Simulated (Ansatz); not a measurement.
The cluster Pb3F6, relaxed as a singlet with RKS B3LYP-D4/def2-SVP in Ansatz, starting from the GFN1-xTB geometry. Force threshold 0.02 eV/Å.

In the def2 sets Pb takes a core potential; there is no spin–orbit coupling. Another isomer (singlet) lies 0.38 eV lower at PBE0-D4/def2-TZVP; other spin states weren't run for this one.

Start:

| atom | x (Å) | y (Å) | z (Å) |
| --- | --- | --- | --- |
| Pb1 | -1.050 | 1.030 | -1.295 |
| Pb2 | 0.835 | -1.709 | -0.191 |
| Pb3 | 1.249 | 0.936 | 2.103 |
| F4 | -1.078 | -0.760 | 0.043 |
| F5 | 0.719 | -1.161 | 2.100 |
| F6 | 2.099 | 0.128 | 0.272 |
| F7 | -0.362 | 1.744 | 0.964 |
| F8 | -2.922 | 0.318 | -1.962 |
| F9 | 0.510 | -0.527 | -2.033 |

```
        step  energy (eV)  largest force component (eV/Å)  SCF passes
           1  -32048.0668                           1.698          19
           2  -32048.0770                           1.571          20
           3  -32048.2526                           0.160          21
           4  -32048.2569                           0.074          22
           5  -32048.2632                           0.152          20
           6  -32048.2692                           0.032          21
7 (rejected)  -32048.2690                           0.049          21
           8  -32048.2699                           0.006          22
```

Force components are those of the run's own axes.

End:

```tsv
atom	x (Å)	y (Å)	z (Å)
Pb1	-1.060	1.083	-1.352
Pb2	0.838	-1.794	-0.219
Pb3	1.264	0.944	2.185
F4	-1.034	-0.699	0.124
F5	0.800	-1.202	2.125
F6	1.972	0.177	0.211
F7	-0.347	1.798	1.074
F8	-2.839	0.278	-2.084
F9	0.406	-0.585	-2.065
```

By distances, no bond broke or formed. The bond that changes most is Pb1–F7, from 2.47 to 2.63 Å (atoms count from 1).

No frequencies were taken in this run, so the end may be a saddle point.

It took 21 s on 4 threads of Intel Xeon 6975P-C on a shared host, peak host memory 0.65 GiB.
